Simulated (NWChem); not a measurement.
**Run times for InNH3 (SMILES [NH2][InH])**

The species is InNH3 (5 atoms), meant as a doublet with charge 0. As SMILES, `[NH2][InH]`. The shape is that of a PBE0-D4/def2-TZVP optimisation. This is one conformer, not always the lowest.

```
atom    x (Å)    y (Å)    z (Å)
   N  -0.2994  -0.7365   0.2647
  In   0.8466   0.9464   0.2960
   H  -0.8468  -0.9608  -0.5547
   H   0.0176  -1.5856   0.7076
   H   0.3319   2.2626  -0.7551
```

Program: NWChem 7.3.0. Hardware: 1 thread of Intel Xeon at 2.30GHz, shared host, so times are rough. Two-electron integrals are exact unless an approximation is named.

Task: Estimate their order by wall time, quickest first.
A. energy of the singlet cation at PBE/def2-SVP (core potential), grid xfine
B. gradient at UM06-2X/def2-SVP (core potential), grid xfine
C. gradient at UHF/STO-3G

Result: C (6.3 s), A (17 s), B (44 s).
